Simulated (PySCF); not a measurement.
## A small calculation by hand: oscillator strength and radiative lifetime

Sn(H)(OMe) (CH4OSn), SMILES C[O][SnH] (connectivity only; charge and spin as stated), neutral, multiplicity 1.

Coordinates come from a B3LYP-D3(BJ)/def2-SVP optimisation. The def2 effective core potentials stand for the cores of Sn; spin–orbit coupling is left out.

TDDFT-B3LYP/def2-SVPD in PySCF 2.14.0 puts the first singlet state with f over 0.02 at 4.31 eV (vertical), with the transition dipole (0.028, -0.753, 0.000) in atomic units.

Question: Find the oscillator strength, the wavelength and the radiative lifetime that this transition would have in vacuum if emission retraced absorption.

Answer: 
|μ|² = 0.5678 au, so |μ| = 1.92 D. ΔE = 4.31/27.211 = 0.1584 hartree. f = (2/3) ΔE |μ|² = 0.060 (the program prints 0.060).
λ = 1239.84/4.31 = 288 nm; ν = 34762 cm⁻¹.
Einstein's coefficient A = 0.6670 ν² f s⁻¹ (ν in cm⁻¹) = 4.8e7 s⁻¹, so τ = 1/A = 21 ns. This state is S3; the lower singlets have f = 0.016, 0.004. The figure is the radiative limit of this one transition; relaxation, internal conversion, crossing to triplets and a medium change what is measured.
